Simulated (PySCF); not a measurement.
Excitations are Tamm–Dancoff values on a coarser integration grid. The basis has no diffuse functions, so Rydberg states are missing or too high.

Cartesian coordinates (Å):
```xyz
20

B      2.8365    -0.3878     0.2794
C      1.3505    -0.7174     0.0543
C      1.0212    -2.0516    -0.1826
C     -0.3026    -2.4761    -0.4028
C     -1.3217    -1.5519    -0.3871
C     -1.0634    -0.1769    -0.1526
C     -2.1182     0.7715    -0.1372
C     -1.8626     2.1026     0.0903
C     -0.5365     2.5337     0.3117
C      0.5057     1.6341     0.3022
C      0.2830     0.2532     0.0713
H      3.2469     0.7284     0.4932
H      3.6392    -1.2926     0.2416
H      1.8255    -2.7917    -0.1966
H     -0.5173    -3.5315    -0.5845
H     -2.3554    -1.8664    -0.5567
H     -3.1398     0.4229    -0.3102
H     -2.6801     2.8271     0.1002
H     -0.3363     3.5926     0.4923
H      1.5254     1.9792     0.4747
```
Charge 0, spin multiplicity 1.

Task: Predict the LUMO, HOMO, total energy, S1 oscillator strength, T1 excitation (TDA), S1 excitation (TDA), brightest of the four lowest singlets (TDA) and dipole moment from PBE0-D3(BJ)/def2-TZVP // PBE0-D3(BJ)/def2-SVP run with PySCF.

Result: 
```yaml
LUMO: -2.21 eV
HOMO: -6.61 eV
total_energy: -410.9823 Ha
S1 oscillator strength: 0.140
T1 excitation (TDA): 2.62 eV
S1 excitation (TDA): 3.83 eV
brightest of the four lowest singlets (TDA): 3.83 eV
dipole_moment: 1.84 D
```
